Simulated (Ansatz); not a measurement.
`O=CBCl` + `O[SiH2]S` → `O=CS[SiH2]O` + `BCl`  (substitution at a C–B bond)

Gas-phase electronic energies from Ansatz, PBE0-D4/def2-TZVP geometries. CBS: MP2 limit from def2 TZ/QZ plus the TZ coupled-cluster correction, frozen cores. This one scheme is used for every species. Each species was taken in one conformer, which may not be the lowest.

```
             level  ΔE (kJ/mol)
    MP2/def2-TZVPP        -27.3
CCSD(T)/def2-TZVPP        -21.1
```

Problem. What does CCSD(T)/CBS give? (Estimate.)

Solution. The calculation gave: -21.3 kJ/mol. The listed levels differ from it by -6.0, 0.2 kJ/mol.

Largest T1 diagnostic among the species: 0.016.

From PBE to PBE0 (25 % exact exchange), in def2-TZVPP and without D4, ΔE moves by +4.6 kJ/mol. The D4 term adds −6.0 kJ/mol with B3LYP and −3.1 kJ/mol with PBE0; it sums over pairs of atoms, weighted by their polarisabilities, and B3LYP, whose exchange is more repulsive, gets the larger term.

B3LYP here is the variant with VWN-RPA as its local correlation; programs differ in this.
